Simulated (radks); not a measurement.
Results of a calculation; reference values are marked as such.
Q: Numerical settings for neutral thulium, [Xe] 4f13 6s2. Level of theory: Dirac Kohn-Sham, PBE, spin-unpolarised, spherical densities, finite nucleus; open shells fill j = l - 1/2 first; Fermi nuclear charge, rms radius 5.2256 fm (a radial shooting solver on a logarithmic mesh with Libxc functionals). The defaults (mesh step 0.008 in ln r, mesh end at 40 bohr or more with all orbitals vanishing there, Anderson mixing 0.5 over 9 steps, residual threshold near 1e-9 with the energy settled to 1e-9 hartree or 1e-11 of itself, here a cap of 52 iterations) give E = -13580.7078 hartree and 4f7/2 at -2.542 eV in 28 iterations. Run on one thread of a shared host, so times are rough (Arm Neoverse V1): 0.31 s of CPU time, 0.31 s wall, 28 iterations on 2440 mesh points. One setting is changed at a time: mesh step in ln r 0.12; mesh step in ln r 0.03; mesh step in ln r 0.012; mesh end (bohr) 20; mesh end (bohr) 3; residual threshold 1e-16; residual threshold 0.001; mixing 1; linear mixing, mixing 0.5; linear mixing, mixing 0.05; mixing history 20; iteration cap 5. Which runs fail to converge, and which converge to a wrong energy?

A: Not converged within the cap: mesh step in ln r 0.12; residual threshold 1e-16; linear mixing, mixing 0.5; linear mixing, mixing 0.05; iteration cap 5. Settled on a wrong energy, with an occupied level pushed above zero by the early mesh end: mesh end (bohr) 3 (+2.98 hartree). Apart from these: no run marked as converged misses the energy by more than 1 mhartree.
